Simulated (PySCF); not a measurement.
How methods differ on the excitation energy of I

I [Kr] 4d10 5s2 5p5 (2P) → I [Kr] 4d10 5s2 5p4 5d1 (high-spin determinant), as a difference of total energies. Computed with PySCF 2.14 in x2c-QZVPPall with one added diffuse shell each of s, p, d, f type (14s10p8d5f1g, 128 functions), with scalar relativity by spin-free X2C-1e. Correlated levels: valence: [Kr] 4d10 frozen; valence and next inner shell: [Ar] 3d10 frozen. The calculations carry no spin-orbit coupling.

```
                                method  excitation energy (eV)
                                   UHF                   7.703
                                   LDA                   8.303
                                   PBE                   7.996
                                  PBE0                   8.119
                                r2SCAN                   8.181
                         MP2 (valence)                   8.287
                     SCS-MP2 (valence)                   8.407
    MP2 (valence and next inner shell)                   8.455
SCS-MP2 (valence and next inner shell)                   8.522
```

Q: How much does correlation contribute at MP2 (valence and next inner shell)?

A: 8.455 − (7.703) = 0.752 eV, measured against UHF.

The promoted electron is Rydberg-like, and one or two diffuse shells describe it only roughly, which tends to raise the upper state.

The determinant of the upper state mixes LS terms, which raises its energy above the lowest term, most at the Hartree-Fock and MP2 levels.
